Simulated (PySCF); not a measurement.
Computed IR spectrum (relative IR intensity) of a molecule C4H8OSi. Geometry: B3LYP-D3(BJ)/def2-SVP. The values are those of a single conformer. Level of theory: B3LYP-D3(BJ)/def2-SVP run with PySCF. Frequencies are harmonic and unscaled.

| ν (cm⁻¹) | relative intensity |
|---|---|
| 305 | 7.1 |
| 348 | 2.3 |
| 526 | 3.5 |
| 584 | 7.6 |
| 637 | 21 |
| 697 | 19 |
| 709 | 5.4 |
| 802 | 8.4 |
| 895 | 22 |
| 925 | 100 |
| 948 | 24 |
| 954 | 27 |
| 961 | 11 |
| 966 | 15 |
| 1065 | 6.6 |
| 1138 | 6.3 |
| 1178 | 5.7 |
| 1293 | 27 |
| 1393 | 4.6 |
| 1438 | 4.3 |
| 1453 | 2.5 |
| 1712 | 20 |
| 2216 | 55 |
| 2225 | 56 |
| 2245 | 42 |
| 3029 | 7.4 |
| 3063 | 8.1 |
| 3098 | 3.5 |
| 3144 | 3.1 |

Task: Which structure fits?
A) C=C=CO[SiH2]C
B) CC#C[Si@H](C)O
C) CC1=C[C@H]([SiH3])O1
D) O[Si@H]1C=CCC1

Result: C, CC1=C[C@H]([SiH3])O1
